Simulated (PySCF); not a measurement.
Record of a relaxation.

C₈H₇F₃.
Atom-mapped SMILES: `[F:1][C:2]([F:3])([F:4])[C@:5]12[CH2:6][C@H:7]3[C@@H:8]4[C@H:9]3[C@H:10]1[C@H:11]24` (hydrogens: H12, H13 on C6; H14 on C7; H15 on C8; H16 on C9; H17 on C10; H18 on C11)

Computed by this run: PBE0-D3(BJ)/def2-SVP geometry optimisation, gas phase (PySCF); density fitting, grid level 1; the optimiser is geomeTRIC in internal coordinates, started from a GFN2-xTB structure with every atom displaced at random (about 0.01 Å). 4 of its 10 geometries are shown. The frame can shift and turn from step to step; on so coarse a grid that alone can change the energy by a few meV, and forces under 0.02 eV/Å are noise.

Step 0: E = -16529.3946 eV, largest atomic force 1.509 eV/Å
```
atom  x, y, z in Å  |  force x, y, z in eV/Å
F1      2.475   -0.189   -1.642   -0.507   0.198   0.047
C2      2.118   -0.169   -0.343    1.226  -0.426  -0.271
F3      2.811    0.833    0.211   -0.250   0.242   0.107
F4      2.645   -1.303    0.168   -0.670   0.104   0.196
C5      0.652   -0.020   -0.136    0.128   0.004   0.195
C6     -0.059    1.220   -0.645    0.171  -0.415   0.115
C7     -1.433    0.862   -0.173   -0.640   0.398   0.233
C8     -1.645   -0.620   -0.202   -0.966  -0.106   0.293
C9     -1.399    0.082    1.128    0.666  -0.108  -1.350
C10     0.010   -0.527    1.154   -0.262   0.369  -1.062
C11    -0.259   -1.227   -0.149    0.419   0.668   0.246
H12     0.330    2.131   -0.178    0.085   0.163   0.047
H13    -0.016    1.310   -1.737    0.113   0.003  -0.119
H14    -2.283    1.534   -0.359    0.152  -0.205   0.034
H15    -2.545   -1.131   -0.562    0.113   0.175   0.054
H16    -2.032    0.248    1.968   -0.644   0.126   0.678
H17     0.560   -0.831    2.012    0.597  -0.388   0.772
H18     0.040   -2.190   -0.499    0.270  -0.799  -0.215
```

Step 3: E = -16529.4955 eV, largest atomic force 0.261 eV/Å
```
atom  x, y, z in Å  |  force x, y, z in eV/Å
F1      2.674   -0.339   -1.203    0.023   0.033  -0.099
C2      2.148   -0.188    0.017    0.060   0.011  -0.064
F3      2.752    0.871    0.571   -0.027  -0.055   0.029
F4      2.500   -1.269    0.729   -0.063   0.021   0.014
C5      0.670   -0.008   -0.039    0.009  -0.061   0.254
C6      0.060    1.220   -0.665   -0.018  -0.071  -0.125
C7     -1.389    0.888   -0.418   -0.050   0.025  -0.029
C8     -1.615   -0.604   -0.466    0.030  -0.020  -0.010
C9     -1.557    0.108    0.862    0.033   0.043   0.046
C10    -0.170   -0.500    1.127    0.064   0.045  -0.122
C11    -0.226   -1.214   -0.193   -0.060   0.040  -0.075
H12     0.388    2.145   -0.165   -0.016  -0.009   0.026
H13     0.291    1.289   -1.741    0.026   0.010   0.032
H14    -2.192    1.553   -0.746    0.011  -0.007   0.019
H15    -2.453   -1.091   -0.965    0.012   0.017   0.025
H16    -2.340    0.283    1.599   -0.043   0.004   0.009
H17     0.259   -0.827    2.073   -0.028  -0.015   0.047
H18     0.123   -2.209   -0.469    0.039  -0.010   0.023
```

Step 6: E = -16529.5024 eV, largest atomic force 0.046 eV/Å
```
atom  x, y, z in Å  |  force x, y, z in eV/Å
F1      2.647   -0.289   -1.242   -0.004   0.004   0.026
C2      2.146   -0.210   -0.002   -0.005  -0.020  -0.026
F3      2.771    0.805    0.605    0.010   0.005   0.019
F4      2.488   -1.335    0.640    0.010   0.005   0.001
C5      0.670   -0.013   -0.022    0.036  -0.007  -0.027
C6      0.074    1.215   -0.666   -0.004  -0.016   0.027
C7     -1.379    0.898   -0.423   -0.038   0.000  -0.009
C8     -1.618   -0.591   -0.456   -0.007   0.009  -0.008
C9     -1.555    0.133    0.866    0.002  -0.005  -0.019
C10    -0.175   -0.491    1.137    0.024   0.028   0.019
C11    -0.237   -1.211   -0.181   -0.025  -0.004   0.013
H12     0.399    2.138   -0.161    0.001  -0.004  -0.002
H13     0.325    1.279   -1.736   -0.006  -0.005  -0.003
H14    -2.175    1.569   -0.753   -0.006   0.006   0.000
H15    -2.464   -1.074   -0.946   -0.004  -0.001  -0.002
H16    -2.344    0.317    1.596    0.012   0.001   0.001
H17     0.234   -0.823    2.091    0.000  -0.005  -0.006
H18     0.113   -2.210   -0.441    0.004   0.009  -0.003
```

Step 9: E = -16529.5029 eV, largest atomic force under 0.02 eV/Å
```
atom  x, y, z in Å  |  force x, y, z in eV/Å
F1      2.654   -0.275   -1.243    0.005  -0.001  -0.011
C2      2.146   -0.211   -0.007   -0.001   0.008   0.015
F3      2.768    0.796    0.617   -0.002  -0.007  -0.002
F4      2.488   -1.344    0.624    0.004   0.001   0.000
C5      0.670   -0.015   -0.029    0.004  -0.012  -0.008
C6      0.071    1.210   -0.674   -0.004  -0.002   0.001
C7     -1.382    0.898   -0.422   -0.001   0.006   0.003
C8     -1.623   -0.591   -0.448   -0.003  -0.003   0.001
C9     -1.550    0.138    0.870    0.002  -0.002   0.003
C10    -0.168   -0.485    1.137   -0.010   0.002  -0.002
C11    -0.240   -1.212   -0.177    0.010   0.010   0.006
H12     0.400    2.136   -0.176    0.001   0.001  -0.002
H13     0.316    1.269   -1.746   -0.001  -0.002   0.001
H14    -2.177    1.570   -0.749   -0.002  -0.003  -0.002
H15    -2.472   -1.076   -0.930    0.000   0.000  -0.001
H16    -2.332    0.327    1.606   -0.002   0.002   0.000
H17     0.244   -0.817    2.090    0.003   0.003   0.000
H18     0.109   -2.212   -0.435   -0.004  -0.002  -0.002
```

Question: Summarise the path.

Answer: The energy falls by 2.50 kcal/mol from step 0 to step 9; nine tenths of that is first reached at step 3. It falls at every step. The largest force goes from 1.509 to under 0.02 eV/Å. Among the bonds C10–H17 changes most, from 1.063 to 1.090 Å; the atoms move by 0.029 Å rms after alignment.

Question: Follow the three bonds and two angles with the largest change from start to end.

Answer: 
```tsv
step	E above end (kcal/mol)	largest force (eV/Å)	C10–H17 (Å)	C8–C11 (Å)	C9–H16 (Å)	F1–C2–F4 (°)	F4–C2–C5 (°)
0	2.50	1.509	1.063	1.514	1.065	104.4	114.6
1	1.22	0.804	1.093	1.543	1.095	108.7	109.7
2	0.52	0.445	1.089	1.543	1.090	106.0	113.0
3	0.17	0.261	1.089	1.542	1.089	106.9	112.2
4	0.06	0.152	1.090	1.540	1.090	107.5	111.6
5	0.03	0.113	1.090	1.539	1.090	107.4	111.6
6	0.01	0.046	1.090	1.539	1.090	107.3	111.8
7	0.00	0.031	1.090	1.539	1.090	107.3	111.9
8	0.00	0.027	1.090	1.539	1.090	107.3	111.8
9	0.00	under 0.02	1.090	1.539	1.090	107.4	111.8
```

What follows is the cost of the whole optimisation. Hardware: one thread of an Intel Xeon Platinum 8259CL at 2.50 GHz, shared host with 96 logical CPUs at a one-minute load of 27. Cost: 3.8 min wall, 0.82 GiB resident at most.
